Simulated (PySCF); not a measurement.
Electron correlation in Ca (calcium, neutral)

[Ar] 4s2, closed-shell 1S. Calculation: PySCF 2.14, in pcseg-2 (6s4p3d, 33 functions); the non-relativistic Hamiltonian (point nucleus). Frozen: [Ar]; 2 electrons correlated.

Total MP2 correlation energy: -18.34 mhartree.

Same-spin part 0.00 and opposite-spin part -18.34 mhartree; SCS-MP2 scales them by 1/3 and 6/5 to -22.01 mhartree.

With two correlated electrons CCSD is exact within the correlated space (frozen core and kept virtual orbitals).

| level | correlation energy (mhartree) |
| --- | --- |
| CCSD | -27.76 |

Diagnostics: T1 = 0.0091, D1 = 0.0129, largest double amplitude 0.162.

A double-excitation amplitude exceeds 0.15, a sign of near-degeneracy.

Cost of the coupled-cluster step: 0.07 s of wall time on 1 thread of Neoverse-V1 (shared host), for 2 correlated electrons.

Iterations:

```
CC2 = 0
CCSD nocc = 1, nmo = 24
frozen orbitals [0, 1, 2, 3, 4, 5, 6, 7, 8]
max_cycle = 100
direct = 0
conv_tol = 1e-08
conv_tol_normt = 1e-06
diis_space = 8
diis_start_cycle = 0
Init t2, MP2 energy = -676.762311525554  E_corr(MP2) -0.0183380317580726
Init E_corr(CCSD) = -0.0183380317586426
cycle = 1  E_corr(CCSD) = -0.0238197540129535  dE = -0.00548172225  norm(t1,t2) = 0.0650112
cycle = 2  E_corr(CCSD) = -0.0258824365779387  dE = -0.00206268256  norm(t1,t2) = 0.0298913
cycle = 3  E_corr(CCSD) = -0.0276893242918887  dE = -0.00180688771  norm(t1,t2) = 0.0158012
cycle = 4  E_corr(CCSD) = -0.027754050929219  dE = -6.47266373e-05  norm(t1,t2) = 0.00318778
cycle = 5  E_corr(CCSD) = -0.0277682074759165  dE = -1.41565467e-05  norm(t1,t2) = 0.000685456
cycle = 6  E_corr(CCSD) = -0.0277589061838861  dE = 9.30129203e-06  norm(t1,t2) = 0.000116846
cycle = 7  E_corr(CCSD) = -0.027759850342995  dE = -9.44159109e-07  norm(t1,t2) = 2.66791e-05
cycle = 8  E_corr(CCSD) = -0.0277606670824663  dE = -8.16739471e-07  norm(t1,t2) = 5.13214e-06
cycle = 9  E_corr(CCSD) = -0.027760374974772  dE = 2.92107694e-07  norm(t1,t2) = 2.02219e-06
cycle = 10  E_corr(CCSD) = -0.0277604008798507  dE = -2.59050788e-08  norm(t1,t2) = 2.37901e-07
cycle = 11  E_corr(CCSD) = -0.0277603987571807  dE = 2.12267007e-09  norm(t1,t2) = 2.04286e-08
CCSD converged
E(CCSD) = -676.7717338925527  E_corr = -0.02776039875718066
```
